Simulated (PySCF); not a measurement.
Osmium: a sound run and one with changed settings

Sound run: Os [Xe] 4f14 5d6 6s2, Os⁺ [Xe] 4f14 5d6 6s1. Calculation: PySCF 2.14, in cc-pVTZ-PP with ECP60MDF (5s5p4d2f1g, 63 functions); scalar relativity through the core potential. The sound run starts from symmetry-adapted Hartree-Fock orbitals and uses a fine grid where one is needed.

Changed run: initial guess minao, at most 3 SCF cycles. This setting is unsound on purpose.

```csv
species,method,sound run (hartree),changed run (hartree),converged
Os,UHF,-90.07074,-90.03871,no
Os,PBE0,-90.77634,-90.72626,no
Os,BP86,-90.90283,-90.81722,no
Os⁺,UHF,-89.83090,-89.82892,no
Os⁺,PBE0,-90.48038,-90.47440,no
Os⁺,BP86,-90.59014,-90.57370,no
```

The SCF was stopped early; the energies are upper bounds that still move, and correlated levels were skipped or rest on poor orbitals.
